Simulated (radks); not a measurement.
Isoelectronic series with 4 electrons, each ion in its NIST ground configuration. All-electron calculation, non-relativistic Kohn-Sham, PBE, spin-unpolarised, spherical densities, point nucleus. Program: a radial shooting solver on a logarithmic mesh with Libxc functionals. Total energies (hartree) and screening constants sigma, defined by e = -(Z - sigma)^2 / (2 n^2) hartree:

| ion | configuration | E (hartree) | 2s | 1s |
|---|---|---|---|---|
| Be | [He] 2s2 | -14.62995 | 2.716 | 1.206 |
| F5+ | [He] 2s2 | -87.97145 | 2.493 | 1.252 |
| K15+ | [He] 2s2 | -422.18606 | 2.446 | 1.262 |
| Cr20+ | [He] 2s2 | -683.04457 | 2.439 | 1.264 |
| Cu25+ | [He] 2s2 | -1006.40326 | 2.434 | 1.265 |
| Se30+ | [He] 2s2 | -1392.26205 | 2.431 | 1.266 |
| Ru40+ | [He] 2s2 | -2351.47976 | 2.427 | 1.266 |
| In45+ | [He] 2s2 | -2924.83866 | 2.425 | 1.267 |

Estimate the row of Si10+ ([He] 2s2).

Answer. E (hartree) -223.82798; 2s 2.460; 1s 1.260.
